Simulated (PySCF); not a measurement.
## `CB(C)C(=C=CC#N)C#N`, C7H7BN2

Geometry:
```tsv
atom	x (Å)	y (Å)	z (Å)
C1	-1.334	-1.339	-0.013
B2	-1.118	0.158	0.370
C3	-2.282	1.197	0.441
C4	0.353	0.703	0.678
C5	1.378	-0.123	0.640
C6	2.358	-0.998	0.603
C7	3.083	-1.297	-0.589
N8	3.681	-1.561	-1.547
C9	0.561	2.088	0.985
N10	0.666	3.216	1.232
H11	-2.188	-1.760	0.543
H12	-0.465	-2.003	0.094
H13	-1.646	-1.360	-1.074
H14	-3.273	0.783	0.214
H15	-2.311	1.660	1.444
H16	-2.080	2.040	-0.244
H17	2.645	-1.529	1.520
```

Method used: TDDFT CAM-B3LYP/aug-cc-pVDZ circular dichroism and optical rotation, one conformer, gas phase in PySCF 2.14.0. Geometry: PBE0-D3(BJ)/def2-SVP.

No stereocentre is labelled: unless the shape is locked (an allene, a helicene, a hindered biaryl), the mirror image is equally populated and a measured rotation or CD is zero.

Q: Which excitations and rotatory strengths does the calculation give?

A: Rotatory strengths R in 10⁻⁴⁰ esu² cm², velocity form and length form (origin at the centre of mass); f in length form.
| state | E (eV) | λ (nm) | f | R (velocity) | R (length) | main |
| --- | --- | --- | --- | --- | --- | --- |
| 1 | 4.66 | 266 | 0.0002 | +0.5 | +0.5 | HOMO→LUMO 0.93 |
| 2 | 5.63 | 220 | 0.002 | -9.9 | -9.8 | HOMO−1→LUMO+1 0.90 |
| 3 | 5.83 | 213 | 0.349 | 0.0 | -0.2 | HOMO−1→LUMO 0.91 |
| 4 | 5.90 | 210 | 0.009 | +11.9 | +12.1 | HOMO−2→LUMO 0.87 |
| 5 | 5.95 | 208 | 0.0004 | -6.7 | -6.9 | HOMO−3→LUMO 0.87 |
| 6 | 6.30 | 197 | 0.503 | +33.6 | +34.4 | HOMO→LUMO+1 0.87 |
| 7 | 6.63 | 187 | 0.001 | -8.8 | -9.1 | HOMO−4→LUMO+1 0.79 |
| 8 | 6.81 | 182 | 0.002 | +9.8 | +10.0 | HOMO−5→LUMO 0.45, HOMO−2→LUMO+4 0.17 |
| 9 | 7.05 | 176 | 0.002 | +2.9 | +3.2 | HOMO→LUMO+2 0.26, HOMO→LUMO+12 0.23 |
| 10 | 7.15 | 173 | 0.027 | +4.2 | +4.3 | HOMO−1→LUMO+4 0.30, HOMO−2→LUMO+1 0.29 |
| 11 | 7.33 | 169 | 0.067 | +11.3 | +11.8 | HOMO−4→LUMO 0.80 |
| 12 | 7.42 | 167 | 0.002 | -0.6 | -0.5 | HOMO−1→LUMO+14 0.24, HOMO−1→LUMO+2 0.24 |

For state 3 the two forms differ in sign, so the sign of R isn't settled.

Among the states computed, the strongest CD band (largest |R|) is state 6. The largest dissymmetry factor in size, g = 4R/(D+G), with D and G the electric and magnetic dipole strengths, is -0.16 for state 5 (velocity form, f = 0.0004), among bands with |R| over 0.5. The mirror image has the same energies and oscillator strengths and all R with the opposite sign.
